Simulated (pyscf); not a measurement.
HO–VH(F)(F)–F, singlet

Gas-phase minimum from PySCF at ωB97X-D3(BJ)/def2-SVP, one conformer. 

```xyz
7

O     -1.4188    -0.2303    -0.3514
V      0.0919     0.6243    -0.3486
F      1.3737     1.4787    -1.1469
F     -0.3820     1.9344     0.6213
F      1.0769    -0.6447     0.2006
H     -2.0586    -0.4826    -1.0266
H     -0.3287     0.6285    -1.8277
```

Bond lengths (Å): O1–V2 1.736, O1–H6 0.964, V2–F3 1.735, V2–F4 1.698, V2–F5 1.698, V2–H7 1.538. Bond angles (°): V2–O1–H6 135.1, O1–V2–F3 152.2, O1–V2–F4 97.9, O1–V2–F5 97.9, O1–V2–H7 76.2, F3–V2–F4 95.1, F3–V2–F5 95.1, F3–V2–H7 76.0, F4–V2–F5 123.6, F4–V2–H7 118.1, F5–V2–H7 118.2.

Properties at ωB97X-D3(BJ)/def2-SVP:

| Quantity | Result |
|---|---|
| Harmonic wavenumbers, unscaled | 196, 217, 295, 302, 304, 378, 662, 678, 714, 783, 843, 921, 1091, 2048, 3926 cm⁻¹ |
| Zero-point energy | 19.1 kcal/mol |
| Rotational symmetry number | 1 |
| Entropy of this conformer at 298 K and 1 atm, rigid rotor and harmonic oscillator, modes under 100 cm⁻¹ raised to 100 | 325.8 J/(mol K) |
| Dipole moment | 3.24 D |

Single-point totals, which compare only within one level:

| level | total energy (hartree) |
|---|---|
| ωB97X-D3(BJ)/def2-TZVP | -1320.24184 |
| PBE/def2-TZVP | -1319.72608 |
| r²SCAN/def2-TZVP | -1320.11336 |
| B3LYP-D3(BJ)/def2-TZVP | -1320.29499 |
| PBE0-D3(BJ)/def2-TZVP | -1319.68239 |
| M06-2X/def2-TZVP | -1320.02938 |
| ωB97M-D3(BJ)/def2-TZVP | -1320.33349 |

Soft torsions are taken as harmonic, which can shift the entropy by several J/(mol K).
